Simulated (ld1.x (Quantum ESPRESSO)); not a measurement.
# hydrogen: one change to a TM potential, before and after

ld1.x (Quantum ESPRESSO) 7.5 input, shortened:

```
&input
   title='H', zed=1., rel=1, dft='PZ', iswitch=3,
   config='1s0.5 2p-2'
 /
 &inputp
   pseudotype=2, tm=.true., lloc=-2, rcloc=0.75,
   nlcc=.false.
 /
2
1S  1  0   0.50   0.00  1.00  1.00  0.0
2P  2  1  -2.00  -0.15  0.90  0.90  0.0
 &test
   configts(1)='1s0.5'
 /
```

Change: wave 1s (bound): rc 1.00 bohr becomes 1s (bound): rc 1.04 bohr.

Cutoffs: the cutoffs (Ry, on a coarse ladder) from which the occupation-weighted sum of valence levels, in a spherical-Bessel basis at the reference potential, stays within 10 and 1 mRy of its value at 400 Ry; they do not see the model core or the augmentation charge, which bear on the density cutoff. Errors are all-electron minus pseudo energies relative to the spin-unpolarised reference configuration.

Q: What does the change do?

A: The potential gets softer (21 Ry and 40 Ry → 18 Ry and 40 Ry); the errors of the 3 common tests hardly move; neither file shows a bound ghost. A larger radius leaves more room for a smooth pseudo-wave, so fewer plane waves are needed.

| quantity | base | changed |
| --- | --- | --- |
| cutoff, loose | 21 Ry | 18 Ry |
| cutoff, tight | 40 Ry | 40 Ry |
| bound ghosts | none | none |
| error for 1s1, meV [ΔE -4.64 eV] | +0.5 | +0.6 |
| error for 1s0.5 (spin-polarised), meV [ΔE -0.39 eV] | -1.0 | -1.2 |
| error for 1s1 (spin-polarised), meV [ΔE -5.54 eV] | -1.0 | -1.2 |
